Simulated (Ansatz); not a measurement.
A nudged elastic band was laid between two geometries of ClH + ClH3SiZn (8 atoms, charge 0, multiplicity 1).

These are results of RKS B3LYP-D4/def2-SVP (Ansatz 0.2.0), not measurements.

| Item | Value |
| --- | --- |
| movable images | 5 |
| climbing image | yes |
| spring | 5.0 eV/Å² |
| optimiser | quadratic models (default) |
| start path | through a guess of the saddle point |
| force threshold | 0.05 eV/Å |
| iteration limit | 60 |
| end points | relaxed |

Initial state:

```xyz
8
Properties=species:S:1:pos:R:3
Zn -0.258 -1.375 -0.401
Si 0.940 0.154 0.936
Cl -1.218 -2.947 -1.488
H -1.173 1.768 -1.164
Cl -1.884 0.777 -1.595
H 2.274 -0.334 1.397
H 1.170 1.422 0.167
H 0.149 0.535 2.148
```

Final state:

```xyz
8
Properties=species:S:1:pos:R:3
Zn -1.381 -0.835 -1.254
Si 0.903 0.540 0.815
Cl -1.018 -2.871 -1.709
H 0.398 -0.638 0.020
Cl -2.101 1.158 -1.049
H 2.136 0.082 1.513
H 1.207 1.643 -0.130
H -0.145 0.921 1.795
```

Which bonds break or form, and what moves?

Bonds broken: Zn1–Si2, H4–Cl5. Bonds formed: Si2–H4. ClH + ClH3SiZn becomes Cl2Zn + H4Si.

What energy profile does the band end with?

The forces met the threshold. The highest image is number 3 of 0 to 6, 82.7 kJ/mol above the first end and 169.4 kJ/mol above the last; the last end lies 86.7 kJ/mol below the first. Neighbouring images differ by up to 1.7 eV, so the band resolves the path poorly. A vibrational analysis at the climbing image gives one clearly imaginary mode, 977i cm⁻¹: a first-order saddle point. The orbitals stay closed-shell, which can raise the energy where a bond breaks towards radicals; this wasn't checked here.

```json
{"image": "0", "path coordinate (Å)": "0.00", "energy (kJ/mol)": "0.0", "Zn1–Si2 (Å)": "2.36", "H4–Cl5 (Å)": "1.29", "Si2–H4 (Å)": "3.39"}
{"image": "1", "path coordinate (Å)": "0.87", "energy (kJ/mol)": "0.2", "Zn1–Si2 (Å)": "2.36", "H4–Cl5 (Å)": "1.29", "Si2–H4 (Å)": "3.28"}
{"image": "2", "path coordinate (Å)": "1.75", "energy (kJ/mol)": "17.7", "Zn1–Si2 (Å)": "2.38", "H4–Cl5 (Å)": "1.31", "Si2–H4 (Å)": "2.55"}
{"image": "3", "path coordinate (Å)": "2.62", "energy (kJ/mol)": "82.7", "Zn1–Si2 (Å)": "2.56", "H4–Cl5 (Å)": "1.62", "Si2–H4 (Å)": "1.92"}
{"image": "4", "path coordinate (Å)": "4.26", "energy (kJ/mol)": "-83.4", "Zn1–Si2 (Å)": "3.46", "H4–Cl5 (Å)": "3.00", "Si2–H4 (Å)": "1.50"}
{"image": "5", "path coordinate (Å)": "5.90", "energy (kJ/mol)": "-84.0", "Zn1–Si2 (Å)": "3.30", "H4–Cl5 (Å)": "3.19", "Si2–H4 (Å)": "1.50"}
{"image": "6", "path coordinate (Å)": "7.54", "energy (kJ/mol)": "-86.7", "Zn1–Si2 (Å)": "3.37", "H4–Cl5 (Å)": "3.26", "Si2–H4 (Å)": "1.51"}
```

What is the geometry of the highest image?


```xyz
8
Properties=species:S:1:pos:R:3:forces:R:3
Zn -0.768 -0.988 -0.689 0.00 0.00 0.00
Si 0.753 0.449 0.783 0.00 0.01 0.01
Cl -1.302 -3.038 -0.868 0.00 0.00 0.00
H -0.437 0.767 -0.696 -0.01 0.00 0.00
Cl -1.472 0.954 -1.927 0.01 0.00 0.00
H 2.073 -0.215 0.589 0.00 0.00 -0.01
H 0.939 1.925 0.667 0.00 0.00 0.00
H 0.214 0.144 2.140 0.00 0.00 0.00
```

The run took 4.8 min on 2 threads of Arm Neoverse V2 (shared host), peak memory 0.25 GiB.
